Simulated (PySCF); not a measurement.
Species: C5H6Cl2F (doublet state).
Geometry (GFN2-xTB, Å), atoms numbered from 1 in this order:
```xyz
14
C5H6Cl2F angstrom
C     -0.5240   -1.4758    0.0908
C     -0.5150   -0.1176    0.0023
C     -1.8126    0.6500    0.1175
F     -2.8910   -0.1846    0.2137
C      0.6519    0.6372   -0.1942
Cl     0.5578    2.3502   -0.1694
C      2.0042    0.0751   -0.3191
Cl     2.6615   -0.3783    1.3270
H     -1.4483   -2.0016    0.2414
H      0.3739   -2.0600    0.0368
H     -1.9748    1.2785   -0.7659
H     -1.8142    1.2777    1.0165
H      2.0196   -0.8476   -0.8957
H      2.7104    0.7963   -0.7241
```

The hyperfine couplings belong to this conformer and change with its torsions.

As a line formula: `[CH2]/C(CF)=C(/Cl)CCl` [radical].

Theory: UKS B3LYP, pcH-1 on C Cl F H, non-relativistic, mean-field spin-orbit, GIAO in PySCF. The structure is a single GFN2-xTB conformer in the gas phase; no vibrational or solvent corrections. A GFN2-xTB geometry isn't a minimum of the functional, and hyperfine couplings can be far from their values at a DFT geometry. The SCF solution wasn't tested for stability. ⟨S²⟩ is 0.775 where a pure state has 0.75.

The largest Mulliken spin populations are on C5 (+0.61), C1 (+0.57), C2 (-0.24) and Cl8 (+0.07). The positive populations add up to 1.34 and the negative ones to -0.34, together 2S = 1. The angles at C5 add up to 359.8°, so it is planar.

**Question.** Find Q in a(H) = Q·ρ(C) for the protons on the planar carbons that carry spin.

**Answer.** 
```tsv
H	C	ρ(C)	a(H) (G)	a/ρ (G)
H9	C1	+0.571	-12.81	-22.4
H10	C1	+0.571	-11.97	-21.0
```

These protons share one ρ (within 0.01), so their mean ratio, Q = -21.7 G, is no test of linearity. In every row coupling and population have opposite signs.

**Question.** How do the β-proton couplings of this frozen conformer go with θ, the angle between the C–H bond and the normal to the plane of the spin centre's three neighbours, both seen down the bond from centre to carbon?

**Answer.** 
```json
{"β H": "H13", "on": "C7", "centre": "C5", "θ (°)": "54", "cos²θ": "0.35", "a (G)": "+6.93"}
{"β H": "H14", "on": "C7", "centre": "C5", "θ (°)": "72", "cos²θ": "0.10", "a (G)": "+2.64"}
```

Couplings in gauss use g_iso = 2.0056.
